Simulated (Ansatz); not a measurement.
Stepwise reaction of `CB(C)O[SiH3]` with ammonia, as a gas-phase model of exchange steps in deposition or etching. ΔE in kJ/mol; ΔG adds harmonic PBE0-D4 terms to CCSD(T)/CBS, at 1 bar.

Program: Ansatz. Geometries: PBE0-D4/def2-TZVP. ΔE: electronic, gas phase. CBS: MP2 limit from def2 TZ/QZ plus the TZ coupled-cluster correction, frozen cores. This one scheme is used for every species. Functionals use def2-TZVPP. B3LYP here is the variant with VWN-RPA as its local correlation; programs differ in this. One conformer a species, not always the lowest.

```
step                                     reaction  PBE-D4  B3LYP-D4  ωB97M-V  CCSD(T)/CBS  ΔG(400 K)
   1  `CB(C)O[SiH3]` + NH₃ → `CB(N)O[SiH3]` + CH₄  -116.1    -121.5   -118.5       -116.2     -103.9
   2  `CB(N)O[SiH3]` + NH₃ → `NB(N)O[SiH3]` + CH₄   -77.5     -84.6    -81.6        -79.8      -78.7
```

(1) By hand: ΔE of the 2 steps together at CCSD(T)/CBS.

Answers

(1) (-116.2) + (-79.8) = -196.0 kJ/mol, or -98.0 kJ/mol a step.

In ΔE each step is higher than the one before. All are downhill at CCSD(T)/CBS. ΔG lies between -103.9 and -78.7 kJ/mol a step. PBE-D4 differs from CCSD(T)/CBS by 0.1 to 2.3 kJ/mol a step. Isolated molecules leave out the surface, adducts and barriers. Largest T1 diagnostic: 0.011.
